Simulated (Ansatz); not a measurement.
Consider the ligand exchange at the Si–O bond: `CO[SiH](Br)O[SiH3]` + `NC(O)(O)F` → `NC(O)(F)O[SiH3]` + `CO[SiH](O)Br`.

Gas-phase electronic energies from Ansatz, PBE0-D4/def2-TZVP geometries. CBS: MP2 limit from def2 TZ/QZ plus the TZ coupled-cluster correction, frozen cores. Functionals use def2-TZVPP. For Br outer-core shells are correlated without core-valence functions, which leaves a few kJ/mol of doubt a bond. Scalar relativity is left out up to krypton. One conformer a species, not always the lowest.

| species | PBE energy (Eh) |
| --- | --- |
| `CO[SiH](Br)O[SiH3]` | -3345.26849 |
| `NC(O)(O)F` | -345.36848 |
| `NC(O)(F)O[SiH3]` | -635.94067 |
| `CO[SiH](O)Br` | -3054.68903 |

Problem. Work out ΔE.

Solution. ΔE = (-635.94067) + (-3054.68903) − (-3345.26849) − (-345.36848) = 0.00727 Eh = +4.6 kcal/mol. CCSD(T)/CBS gives +5.5 kcal/mol.

Largest T1 diagnostic among the species: 0.011.

In def2-TZVPP, CCSD(T) changes the Hartree–Fock value by −1.5 kcal/mol (the triples alone add −0.3 kcal/mol) and MP2 by −1.6 kcal/mol.
